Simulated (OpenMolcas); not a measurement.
Bi+: effect of the basis set

```yaml
Program: OpenMolcas
Method: CASSCF
Active_space: 4 electrons in 4 orbitals (6s 6p)
State_averaging: 2S+1 = 3 even, 3 roots; 2S+1 = 1 even, 6 roots; 2S+1 = 5 odd, 1 root; 2S+1 = 3 odd, 9 roots; 2S+1 = 1 odd, 8 roots
Spin-orbit_coupling: state interaction with AMFI integrals over the reference wave functions, term energies averaged over their components
```

A. ANO-RCC-VDZP [7s6p4d2f1g], DKH2, point nucleus; cost roughly 13 core-seconds
B. ANO-R2 [8s7p5d3f1g], X2C, finite nucleus; cost about 30 core-seconds
C. ANO-RCC-VTZP [8s7p5d3f2g], X2C, point nucleus; cost of the order of 15 core-seconds
D. ANO-RCC-VTZP [8s7p5d3f2g], DKH2, point nucleus; cost of the order of 14 core-seconds
E. ANO-R3 [9s8p6d3f2g1h], X2C, finite nucleus; cost of the order of 20 core-seconds
F. ANO-RCC-VQZP [9s8p6d4f3g], DKH2, point nucleus; cost of the order of 30 core-seconds

Energies in cm⁻¹ above 6s² 6p² ³P₀, the measured ground level; measured values from NIST Handbook of Basic Atomic Spectroscopic Data.

| Level | A | B | C | D | E | F | Measured |
| --- | --- | --- | --- | --- | --- | --- | --- |
| 6s² 6p² ³P₀ | 0.0 | 0.0 | 0.0 | 0.0 | 0.0 | 0.0 | 0.0 |
| 6s² 6p² ³P₁ | 12304 | 11070 | 11230 | 11234 | 11260 | 11164 | 13325 |
| 6s² 6p² ³P₂ [60 %] | 17154 | 15801 | 15996 | 16001 | 16056 | 15907 | 17032 |
| 6s² 6p² ¹D₂ [60 %] | 32938 | 30672 | 30998 | 31004 | 31091 | 30863 | 33939 |
| 6s² 6p² ¹S₀ | 42807 | 40883 | 41219 | 41206 | 41312 | 41078 | 44174 |
| 6s 6p³ ⁵S°₂ | 67269 | 65421 | 65959 | 65550 | 65556 | 65371 | 76149 |
| 6s 6p³ ³D°₁ [74 %] | 94543 | 93673 | 93990 | 93600 | 93831 | 93516 |  |
| 6s 6p³ ³D°₂ [73 %] | 95491 | 94270 | 94637 | 94244 | 94462 | 94133 |  |
| 6s 6p³ ³D°₃ | 100667 | 98983 | 99408 | 99016 | 99232 | 98878 | 96062 |
| 6s 6p³ ³P°₀ | 109566 | 108164 | 108572 | 108180 | 108432 | 108054 |  |
| 6s 6p³ ³P°₁ [74 %] | 111934 | 110242 | 110682 | 110293 | 110536 | 110141 |  |
| 6s 6p³ ³P°₂ [59 %] | 115403 | 113266 | 113786 | 113397 | 113616 | 113166 |  |
| 6s 6p³ ³S°₁ [63 %] | 130614 | 129619 | 129860 | 129520 | 129794 | 129402 |  |

Deviations, from unrounded energies. A percentage is the sum of absolute deviations over the sum of measured energies, with the sign that they share, or ± where signs differ.

```csv
Against measurement,Levels,A,B,C,D,E,F
mean absolute deviation (cm-1),6,2800,3900,3800,3800,3800,3800
fine structure of the ground term (%),2,±3.8,-11.5,-10.3,-10.3,-10.0,-10.8
other terms of the ground configuration (%),2,-3.0,-8.4,-7.5,-7.6,-7.3,-7.9
other configurations (%),2,±7.8,±7.9,±7.9,±7.9,±8.0,±7.9
```

A lies closest to measurement on these levels and B furthest from it. The largest miss of A in the table is 6s 6p³ ⁵S°₂, by -8900 cm-1. The ranking rests on the paired levels alone, and a cruder setting can come out closer through cancelling errors.

Among A to F the level of the table that moves most is 6s² 6p² ¹D₂ [60 %], by 2300 cm-1 (lowest in B, highest in A).

Terms of s pⁿ other than that of highest spin mix with s² pⁿ⁻² d, which this space lacks; all of them can be thousands of cm-1 off, and some have no real level of that name. Spin-orbit splittings of 6p shells tend to come out small when the coupling is added on scalar orbitals. Computed and measured levels are paired by configuration, term and J; levels that our copy of the source lacks, or whose pairing is in doubt (as where it misses far off the trend of its configuration), stay unpaired and out of the deviations. Where the source uses jj or jK labels, the order within each J decides. Levels of configurations outside the active space are missing. Levels that lie high or do not pair safely by name in every column are left out.

A share in square brackets marks a mixed level and gives the weight of the term that names it, the lowest over the columns. ° marks odd parity.
